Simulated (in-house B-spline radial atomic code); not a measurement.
Ionisation energies along the 42-electron series, configuration [Kr] 4d6, as differences of self-consistent energies. NIST's values go from ground level to ground level; the uncertainty of those that are theory runs from under 0.1 % in few-electron ions to several per cent in heavy many-electron ones. Computed with a radial B-spline atomic code at the basis-set limit: non-relativistic Hartree-Fock, average of the configuration, point nuclei.

This level leaves out relativity, spin-orbit splitting included, which matters for heavy ions.

| ion | configuration after | ionisation energy (eV) | IE/(q+1)² (eV) | -ε less Coulomb ΔSCF (eV) | tabulated value (eV) | computed minus tabulated (eV) |
| --- | --- | --- | --- | --- | --- | --- |
| Lu29+ | [Kr] 4d5 | 1137.2 | 1.2635 | 1.2749 | 1130 | 7.2 |
| Hf30+ | [Kr] 4d5 | 1202.9 | 1.2517 | 1.2784 | 1195 | 7.9 |
| Ta31+ | [Kr] 4d5 | ? | ? | ? | ? | ? |
| W32+ | [Kr] 4d5 | 1339.5 | 1.23 | 1.2851 | 1335.1 | 4.4 |
| Re33+ | [Kr] 4d5 | ? | ? | ? | ? | ? |
| Os34+ | [Kr] 4d5 | 1483.0 | 1.2106 | 1.2917 | 1474 | 9.0 |

Problem. Fill in the row of Ta31+.

Solution. ionisation energy (eV): 1270.3; IE/(q+1)² (eV): 1.2405; -ε less Coulomb ΔSCF (eV): 1.2818; tabulated value (eV): 1262; computed minus tabulated (eV): 8.3.

Problem. Fill in the row of Re33+.

Solution. ionisation energy (eV): 1410.4; IE/(q+1)² (eV): 1.22; -ε less Coulomb ΔSCF (eV): 1.2884; tabulated value (eV): 1402; computed minus tabulated (eV): 8.4.
